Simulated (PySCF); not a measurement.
Molecule: Toluidine (Methylaniline), C7H9N.

Geometry:
```tsv
atom	x (Å)	y (Å)	z (Å)
C1	-2.006	-1.052	-0.217
C2	-0.575	-0.626	-0.080
C3	0.469	-1.551	-0.108
C4	1.801	-1.167	0.034
C5	2.098	0.183	0.209
C6	1.077	1.127	0.236
C7	-0.265	0.742	0.093
N8	-1.281	1.679	0.174
H9	-2.608	-0.723	0.647
H10	-2.091	-2.145	-0.292
H11	-2.480	-0.626	-1.120
H12	0.222	-2.609	-0.244
H13	2.597	-1.914	0.009
H14	3.134	0.510	0.323
H15	1.314	2.186	0.372
H16	-2.142	1.453	-0.307
H17	-1.002	2.643	0.044
```

Geometry PBE0-D3(BJ)/def2-SVP throughout; GIAO in PySCF 2.14.0 with density-fitted response routines, gas phase, one conformer, non-relativistic; equivalent atoms averaged; basis pcSseg-1.

For orientation, B97-2 gives these shifts δ (against TMS, NH3 at the same level): C7 146.6, C3 132.5, C5 130.1, C4 119.2, C1 19.5, N8 72.2, H12 7.05, H15 6.46, H9/H10/H11 2.08 ppm.

A run gave: C7 148.3, C3 133.3, C5 130.8, C4 120.4, C1 20.1, N8 82.5, H12 6.86, H15 6.28, H9/H10/H11 2.05 ppm (shifts δ (against TMS, NH3 at the same level)).

Question: Which functional was used in that run?
A. BLYP
B. PBE0
C. KT3
D. HF
E. B3LYP

Answer: A. C3 tells them apart best: BLYP gives 133.3, PBE0 gives 135.7, B3LYP gives 136.1, KT3 gives 123.1, HF gives 140.2 ppm.
